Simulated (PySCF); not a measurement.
A GIAO shielding run with PySCF 2.14 (density fitting, non-relativistic, gas phase) on Si8Cl8 cubane:

```
$ OMP_NUM_THREADS=2 python probes_run.py task.json out

{"job": {"kind": "nmr", "xc": "PBE0", "basis": "pcSseg-1"}, "charge": 0, "multiplicity": 1}
Si    -1.613327     1.301088     0.097792
Cl    -3.165775     2.653134     0.148716
Si    -1.077661    -0.345904     1.736486
Cl    -2.097928    -0.709561     3.488192
Si    -0.685212    -1.962176     0.015878
Cl    -1.412281    -3.888669     0.015112
Si    -1.238835    -0.312197    -1.637120
Cl    -2.481800    -0.651815    -3.244629
Si     1.049801     0.346800    -1.738319
Cl     2.172826     0.662131    -3.434348
Si     0.695928     1.943854     0.002058
Cl     1.354218     3.894768    -0.013478
Si     1.234310     0.299759     1.647510
Cl     2.384843     0.598118     3.327965
Si     1.608960    -1.306124    -0.084322
Cl     3.237583    -2.557145    -0.261082
```

Hardware: 2 threads of an Intel Xeon Platinum 8488C, shared host. The job also computes population analyses, field gradients, ring-centre shieldings.

Question: How large is the calculation?

Answer: 248 electrons, 384 basis functions and 2384 auxiliary functions.

Question: How long does it take, and how much memory does it need?

Answer: 3.5 min of wall time, with 12 SCF cycles and 6 response iterations; peak memory 3.9 GiB. Times on a shared host scatter by some tens of per cent.

Question: And these other runs on the same molecule and hardware: GIAO shielding at KT2/pcSseg-1?

Answer: KT2/pcSseg-1: 384 functions, 2.2 min.
